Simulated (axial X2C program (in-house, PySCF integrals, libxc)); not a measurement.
# Correcting the dissociation energy of BrCl for spin–orbit coupling

A spin-free CCSD(T) curve (one-electron X2C) was computed with an in-house all-electron X2C program for linear molecules (integrals from PySCF), basis Br dyall-cv3z [8s9p6d4f1g], Cl dyall-av3z [9s8p3d2f] (cores contracted in-house), for the state M_S = 0, Λ = 0 (closed shell). It gives D0 = 2.181 eV to Br + Cl, which in a spin-free picture are the weighted means of the ground terms.

Correlated methods: 14 electrons correlated (number of frozen shells: Br 3 s, 2 p, 1 d; Cl 2 s, 1 p), 210 virtual spin orbitals or spinors in MP2, 90 natural virtuals in coupled cluster.

Measured levels of the ground terms (NIST Handbook of Basic Atomic Spectroscopic Data), in cm⁻¹: Br 2P: J = 3/2 at 0, J = 1/2 at 3685.2; Cl 2P: J = 3/2 at 0, J = 1/2 at 882.4.

The molecular state has Λ = 0, so it has no first-order lowering.

(1) How far does each ground level lie under the (2J+1)-weighted mean of its term?

(2) Correct D0.

Second-order spin–orbit effects in the molecule, which grow quickly with Z, are left out. One determinant describes the state; a PBE0 search over occupations chose it and may have missed a lower one. De is counted from the lowest determinant-based energies of the atoms at the same level, without counterpoise correction. CCSD and (T) use frozen natural virtuals with an MP2 correction for the truncation; (T) itself is uncorrected, so its De runs slightly low.

Results:

(1) Br: (4 × 0 + 2 × 3685.2)/6 = 1228 cm⁻¹; Cl: (4 × 0 + 2 × 882.4)/6 = 294 cm⁻¹.

(2) D0 = 2.181 + (0 − 1522)/8065.5 = 1.992 eV at CCSD(T) with these spin–orbit terms. The direct two-component run gives 2.015 eV; the difference holds second-order terms in the molecule, scalar two-electron terms, the gap between measured and computed atomic splittings (a 2c atom can miss part of its lowering) and, in coupled cluster, the truncation of each run.
